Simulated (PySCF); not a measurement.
Ge(F)(OH)2(NH2) (FGeH₄NO₂), SMILES [NH2][Ge]([OH])([OH])[F]. Atoms are numbered in the order given.

```xyz
9

N     -1.7463     0.4510     0.0000
Ge    -0.0265    -0.0145     0.0000
O      0.3407    -0.8636    -1.4927
O      0.3407    -0.8636     1.4927
F      1.0793     1.3293     0.0000
H     -2.2711     0.2401    -0.8413
H     -2.2711     0.2401     0.8413
H      1.2243    -0.6593    -1.8194
H      1.2243    -0.6593     1.8194
```

Coordinates come from a PBE0-D3(BJ)/def2-SVP optimisation. One conformer was computed; it need not be the lowest.

Two levels are set side by side: PBE/pcSseg-1 (PySCF) and PBE0/pcSseg-1 (PySCF). GIAO shifts against CFCl3 (¹⁹F), GeH4 (⁷³Ge), H2O (¹⁷O), NH3 (¹⁵N), TMS (¹H) at the same level; non-relativistic, no solvent, atoms listed together averaged. Differences are taken from unrounded values.

| quantity | PBE0 | PBE | PBE minus PBE0 |
|---|---|---|---|
| δ(¹⁵N) of N1 (ppm) | 18.0 | 23.8 | 5.7 |
| δ(⁷³Ge) of Ge2 (ppm) | 335.5 | 363.3 | 27.9 |
| δ(¹⁷O) of O3, O4 (ppm) | 48.9 | 62.6 | 13.7 |
| δ(¹⁹F) of F5 (ppm) | -157.4 | -165.2 | -7.9 |
| δ(¹H) of H6, H7 (ppm) | 1.24 | 1.15 | -0.09 |
| δ(¹H) of H8, H9 (ppm) | 1.67 | 1.58 | -0.09 |

Rough cost on one machine, each run with all the roots and properties that it gave: PBE0 against PBE within a factor of 2.
